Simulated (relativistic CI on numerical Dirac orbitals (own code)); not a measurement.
Hyperfine structure of Eu⁴⁷⁺, mass number 153

Computed by Dirac-Coulomb-Breit CI, separate exchange-only KLI orbitals for each configuration, model QED, unscaled Slater integrals (own radial code, finite nucleus).

CI space (outside the closed core [Ne]): 3s²3p⁴, 3s3p⁵, 3s²3p³3d, 3p⁶, 3s3p⁴3d, 3p⁵3d, 3s3p³3d², 3s²3p²3d4p, 3p⁵4s, 3s3p³3d4s, 3s²3p³4s, 3p⁵4p, 3s²3p²3d², 3s²3p3d³, 3s3p²3d³, 3s²3p3d²4s, 3p⁴3d², 3p³3d³, 3p³3d²4s, 3s²3p²3d4s, 3s3p²3d²4s, 3s²3p3d4s². Double excitations out of closed p, d and f shells are left out; levels of such configurations are missing from the list, as are those of other unlisted configurations, and high levels can miss mixing partners.

Nuclear spin I = 5/2, μ = 1.5294 μN, Q = 2.41 b (tables of Stone and Pyykkö). The electronic factors are computed for point nuclear moments, without core polarisation or the Bohr-Weisskopf and QED corrections.

```json
{"Level": "3s²3p⁴ ³P2", "E (cm⁻¹)": "0", "A (GHz)": "73.31", "B (GHz)": "65.7"}
{"Level": "3s²3p⁴ ³P1", "E (cm⁻¹)": "1286163", "A (GHz)": "-42.12", "B (GHz)": "-283"}
{"Level": "3s²3p⁴ ¹D2", "E (cm⁻¹)": "1353283", "A (GHz)": "192.3", "B (GHz)": "-632"}
{"Level": "3s3p⁵ ³P°2", "E (cm⁻¹)": "2456178", "A (GHz)": "396.4", "B (GHz)": "-516"}
```

Levels with J = 0, under 50 % of one LS term, or S terms without an open s electron are left out. Small factors come from cancelling terms and can be off by tens of per cent or more.

At this charge energies of transitions that change n are usually good to better than 1 %, and those within a shell (Δn = 0) to a few per cent.

**Question.** Give the hyperfine levels of 3s²3p⁴ ³P2 relative to its centre of gravity.

**Answer.** With K = F(F + 1) − I(I + 1) − J(J + 1), E = AK/2 + B[¾K(K + 1) − I(I + 1)J(J + 1)]/[2I(2I − 1)J(2J − 1)]: F = 1/2: -467.2, F = 3/2: -386.8, F = 5/2: -236.4, F = 7/2: 8.744, F = 9/2: 383 GHz.

LS names give the leading component of a level, which can be under half, so a name can repeat, a term be missing and a line seem to break the LS rules.
